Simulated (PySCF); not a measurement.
A calculated (MN15, PySCF 2.14, cc-pVTZ-DK, scalar relativity by spin-free X2C-1e) atom or ion has these occupied shells.

```json
{"shell": "1s α", "electrons": "1", "orbital energy (eV)": "-535.73", "rms radius, mean of both spins (bohr)": "0.233"}
{"shell": "1s β", "electrons": "1", "orbital energy (eV)": "-534.12", "rms radius, mean of both spins (bohr)": "0.233"}
{"shell": "2s α", "electrons": "1", "orbital energy (eV)": "-44.921", "rms radius, mean of both spins (bohr)": "1.21"}
{"shell": "2s β", "electrons": "1", "orbital energy (eV)": "-38.810", "rms radius, mean of both spins (bohr)": "1.21"}
{"shell": "2p α", "electrons": "3", "orbital energy (eV)": "-29.676", "rms radius, mean of both spins (bohr)": "1.22"}
```

(1) Name the element and its charge.

Results:

(1) O+ (oxygen, charge +1), in [He] 2s2 2p3, high-spin 4S determinant.
